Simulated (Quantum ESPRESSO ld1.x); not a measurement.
P+, 14 electrons, occupied as [Ne] 3s2 3p2. Method: non-relativistic Kohn-Sham, LDA (Slater exchange, Perdew-Wang correlation), spin-polarised, spherical densities, point nucleus; open shells are filled with parallel spins first; computed with ld1.x of Quantum ESPRESSO 7.5.

Radial electron density D(r) = 4 pi r^2 rho(r):

```
   r/bohr * D(r) (the largest magnitude, 17, reaches the edge; | marks zero)
  0.01009 |      *
  0.01283 |         *
  0.01644 |              *
  0.02107 |                    *
  0.02678 |                           *
  0.03432 |                                    *
  0.04363 |                                             *
  0.05591 |                                                    *
  0.07164 |                                                      *
  0.09108 |                                                   *
   0.1167 |                                           *
   0.1484 |                                    *
   0.1901 |                                  *
   0.2436 |                                        *
   0.3097 |                                                *
   0.3969 |                                                  *
   0.5046 |                                          *
   0.6466 |                          *
   0.8286 |            *
    1.053 |       *
     1.35 |       *
    1.716 |       *
    2.199 |     *
    2.818 |  *
    3.582 |*
     4.59 *
    5.835 *
    7.478 *
```

D(r) has 3 maxima, at r = 0.0705, 0.369, 1.55 bohr, and minima at 0.178, 1.19 bohr, inside which lie 2.18, 10.41 electrons.
